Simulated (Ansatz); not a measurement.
Results of the Gaussian-basis code of Ansatz.

A structure relaxed at PBE0-D4/def2-TZVP, charge 0, multiplicity 1:

```xyz
10

B     1.1583    0.2027   -0.9210
C    -0.2934   -0.2116   -0.5983
B    -0.6487    0.3805    0.8214
O    -0.7894   -0.3901    1.9235
H     2.0560   -0.5891   -0.8688
H     1.4178    1.3423   -1.1820
H    -0.4724   -1.2892   -0.6449
H    -0.9731    0.3254   -1.2745
H    -0.8041    1.5564    0.9863
H    -0.6509   -1.3273    1.7583
```

(1) Give its formula and SMILES.

(2) Summarise the bond lengths by kind.

## Answers

(1) CH6B2O, `BCBO`.

(2) 2 × B–C 1.544 to 1.579 Å; 3 × B–H 1.197 to 1.198 Å; 2 × C–H 1.093 to 1.099 Å; 1 × B–O 1.352 Å; 1 × H–O 0.962 Å.
